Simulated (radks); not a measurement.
Values are calculated unless marked as measured or tabulated.
All-electron atom: Ho LXVI in [He] (the NIST ground configuration). Code: a radial shooting solver on a logarithmic mesh with Libxc functionals. Model: scalar-relativistic Kohn-Sham, BLYP, spin-polarised, spherical densities, finite nucleus; Fermi nuclear charge, rms radius 5.2022 fm.

Radial electron density D(r) = 4 pi r^2 rho(r):

r (bohr),D(r) (e/bohr)
0.001572,8.845
0.001703,9.994
0.001831,11.14
0.001967,12.40
0.002131,13.95
0.00229,15.49
0.002461,17.16
0.002666,19.20
0.002865,21.20
0.003079,23.36
0.003336,25.95
0.003585,28.46
0.003852,31.14
0.004173,34.30
0.004485,37.31
0.004819,40.45
0.005221,44.08
0.00561,47.44
0.006029,50.86
0.006531,54.68
0.007019,58.09
0.007543,61.42
0.008171,64.93
0.008781,67.86
0.009437,70.50
0.01022,72.99
0.01099,74.74
0.01181,75.96
0.01279,76.61
0.01374,76.48
0.01477,75.63
0.016,73.81
0.0172,71.37
0.01848,68.21
0.02002,63.89
0.02151,59.37
0.02312,54.36
0.02504,48.38
0.02691,42.78
0.02892,37.13
0.03133,30.99
0.03367,25.75
0.03618,20.90
0.0392,16.11
0.04212,12.38
0.04527,9.244
0.04904,6.443
0.0527,4.493
0.05664,3.022
0.06135,1.858
0.06593,1.148
0.07085,0.6773
0.07676,0.3560
0.08249,0.1888

D(r) has 1 maximum, at r = 0.0131 bohr.
